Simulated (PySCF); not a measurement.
Compound: H₄O₂SeSi.
SMILES with atom numbers: `[OH:1][SiH:2]([OH:3])[SeH:4]` (hydrogens: H5 on O1; H6 on Si2; H7 on O3; H8 on Se4)

Method: PBE0-D3(BJ)/def2-SVP geometry optimisation, gas phase (PySCF); density fitting, grid level 1; the optimiser is geomeTRIC in internal coordinates, started from a GFN2-xTB structure with every atom displaced at random (about 0.01 Å).

Geometry at step 0:
```
atom  x, y, z in Å
O1     -0.5492    1.4692    0.1705
Si2    -0.2248   -0.0689    0.3371
O3     -1.3663   -0.9482   -0.4223
Se4     1.8210   -0.6014   -0.6562
H5     -0.8369    1.8562   -0.6844
H6     -0.1452   -0.2483    1.7685
H7     -1.2081   -1.8755   -0.5905
H8      2.5647    0.3976    0.0248
```

Q: Give the atomic forces at this geometry.

A: 
| atom | Fx (eV/Å) | Fy (eV/Å) | Fz (eV/Å) |
| --- | --- | --- | --- |
| O1 | -0.996 | 2.921 | -1.162 |
| Si2 | 1.561 | -1.435 | -0.219 |
| O3 | -0.505 | -0.323 | -0.291 |
| Se4 | -1.021 | -0.991 | -0.607 |
| H5 | 0.396 | -0.482 | 0.884 |
| H6 | 0.034 | -0.284 | 0.755 |
| H7 | -0.004 | -0.306 | -0.071 |
| H8 | 0.536 | 0.900 | 0.711 |

The largest, 3.30 eV/Å, acts on O1; the rms over all components is 0.953 eV/Å. The forces sum to zero within rounding, as they must for an isolated molecule in no field.

Q: Give the force on O1 in Eh/bohr and in nN.

A: 3.297 eV/Å ÷ 51.422 = 0.06412 Eh/bohr, and 3.297 eV/Å × 1.602 = 5.28 nN.

Q: How far is this geometry from the end of the optimisation?

A: 0.204 eV above it, and 0.173 Å rms away after alignment. The bonds farthest from their final lengths, with half the difference of the two atoms' forces along the bond (positive lengthens):

```csv
bond,now (Å),final (Å),force along bond (eV/Å)
O1–Si2,1.581,1.648,+2.43
Se4–H8,1.419,1.471,+1.39
Si2–Se4,2.336,2.289,-1.10
Si2–H6,1.445,1.482,+0.37
Si2–O3,1.629,1.656,+0.44
O1–H5,0.982,0.963,-1.77
```

The angle farthest from its final value is Si2–O1–H5, 122.4° against 116.2°.

Of the 6 listed bonds off by 0.010 Å or more, this force points towards the final length in 6.

The cost below is that of the whole optimisation. On an Intel Xeon 6975P-C with one thread, no GPU, shared host with 48 logical CPUs at a one-minute load of 22, this took 28 s and 0.42 GiB of memory at its peak.
